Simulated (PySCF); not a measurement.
# Distorted geometries of [BiI2]+

[BiI2]+ (singlet). PySCF 2.14.0, RKS r2SCAN, Bi def2-SVP with ECP60, I def2-SVP with ECP28; non-relativistic Hamiltonian with scalar-relativistic core potentials where named; density fitting; no spin-orbit coupling. Relaxed geometry:

```xyz
3

Bi    0.0000    0.0000   -0.9831
I     2.1576    0.0000    0.6950
I    -2.1576    0.0000    0.6950
```

Question: Order these distorted geometries by energy above the relaxed one, lowest first.
A.
```xyz
3

Bi   -0.0654    0.0511   -0.9931
I     2.1494   -0.0324    0.6649
I    -2.0840   -0.0187    0.7351
```
B.
```xyz
3

Bi   -0.0849   -0.1069   -1.1097
I     2.2955    0.1634    0.6837
I    -2.2106   -0.0565    0.8329
```
C.
```xyz
3

Bi    0.0041    0.0171   -0.9655
I     2.1444   -0.0285    0.6726
I    -2.1485    0.0114    0.6999
```

Answer: C (0.01 eV), A (0.04 eV), B (0.40 eV).

Question: Which forces (eV/Å) act in the one that lies 0.04 eV up?

Answer: 
```
Bi   0.98  0.02 -0.37
I   -0.22  0.02 -0.19
I   -0.76 -0.04  0.56
```
Forces carry noise of the integration grid, about 0.01 to 0.03 eV/Å.

No frequency check is given that shows the relaxed geometry to be a minimum.
